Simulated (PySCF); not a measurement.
Job file and geometry (Å, from GFN2-xTB) of an NMR shielding run on `CB1SCC(F)CS1`, C₄H₈BFS₂, GIAO PBE0/pcSseg-1 NMR shielding, non-relativistic, gas phase in PySCF; density fitting, a coarse starting grid and PySCF grid level 2 are the driver's defaults:

```
$ OMP_NUM_THREADS=1 python probes_run.py task.json out

{"job": {"kind": "nmr", "xc": "PBE0", "basis": "pcSseg-1"}, "charge": 0, "multiplicity": 1}
C     -2.827045    -0.679429     0.249106
B     -1.299722    -0.305802     0.068413
S     -0.156712    -1.664014    -0.175527
C      1.493090    -0.908297    -0.421362
C      1.693461     0.350781     0.402642
F      3.042537     0.661916     0.378048
C      0.932164     1.545346    -0.142541
S     -0.873379     1.431653     0.148973
H     -3.291117    -0.857742    -0.721331
H     -2.961060    -1.593932     0.823476
H     -3.396405     0.112525     0.730468
H      1.621664    -0.700848    -1.484546
H      2.213224    -1.667890    -0.117307
H      1.441948     0.173636     1.457289
H      1.255976     2.453501     0.366009
H      1.103777     1.657540    -1.214173
```

Q: What does the program print?

A: 
```
coarse grid: 14728 points
cycle   1  E = -1077.6133763075  dE =  9.584e-01  |g| = 5.347e-01  |ddm| = 3.641e+00
cycle   2  E = -1077.5826468321  dE =  3.073e-02  |g| = 7.128e-01  |ddm| = 9.657e-01
cycle   3  E = -1077.6699985215  dE = -8.735e-02  |g| = 8.034e-02  |ddm| = 5.587e-01
cycle   4  E = -1077.6711834173  dE = -1.185e-03  |g| = 2.882e-02  |ddm| = 8.222e-02
cycle   5  E = -1077.6713626081  dE = -1.792e-04  |g| = 5.425e-03  |ddm| = 2.569e-02
cycle   6  E = -1077.6713697613  dE = -7.153e-06  |g| = 2.028e-03  |ddm| = 9.008e-03
final grid: 134112 points
cycle   7  E = -1077.7285033261  dE = -3.914e-05  |g| = 1.179e-02  |ddm| = 3.484e-02
cycle   8  E = -1077.7284799089  dE =  2.342e-05  |g| = 1.543e-02  |ddm| = 2.355e-02
cycle   9  E = -1077.7285363790  dE = -5.647e-05  |g| = 1.237e-03  |ddm| = 1.403e-02
cycle  10  E = -1077.7285366658  dE = -2.868e-07  |g| = 2.964e-04  |ddm| = 1.287e-03
cycle  11  E = -1077.7285366808  dE = -1.501e-08  |g| = 8.045e-05  |ddm| = 2.540e-04
cycle  12  E = -1077.7285366822  dE = -1.364e-09  |g| = 2.344e-05  |ddm| = 1.047e-04
cycle  13  E = -1077.7285366823  dE = -1.360e-10  |g| = 4.851e-06  |ddm| = 2.543e-05
converged SCF energy = -1077.7285366823

GIAO shielding tensors (ppm)
atom      isotropic    diamagn.    paramagn.     s11        s22        s33       span
  0 C      179.996     249.822     -69.826    162.720    184.281    192.986     30.265
  1 B       40.504     192.133    -151.630     -5.126      6.966    119.671    124.797
  2 S      456.636    1058.141    -601.505    312.273    470.204    587.431    275.158
  3 C      151.752     252.137    -100.384    140.678    150.645    163.933     23.255
  4 C       92.410     245.349    -152.939     61.429     72.909    142.892     81.463
  5 F      360.233     469.918    -109.685    336.301    364.329    380.071     43.770
  6 C      151.324     252.145    -100.821    140.276    150.489    163.205     22.929
  7 S      452.914    1058.081    -605.167    312.613    462.904    583.225    270.612
  8 H       30.979      28.083       2.896     26.961     28.020     37.955     10.993
  9 H       30.876      28.829       2.046     26.068     29.733     36.825     10.757
 10 H       30.883      28.979       1.904     25.986     30.128     36.534     10.548
 11 H       28.889      31.010      -2.122     24.950     27.486     34.230      9.279
 12 H       28.776      30.215      -1.439     23.205     27.790     35.332     12.127
 13 H       26.800      30.345      -3.545     23.540     27.463     29.396      5.856
 14 H       28.782      30.180      -1.398     23.239     27.771     35.338     12.099
 15 H       28.875      30.943      -2.068     24.962     27.446     34.216      9.253
```

Size and cost of the density-fitted run: 190 basis functions, 68 s wall time on 1 thread of an Arm Neoverse N1, shared host; peak memory 0.84 GiB.
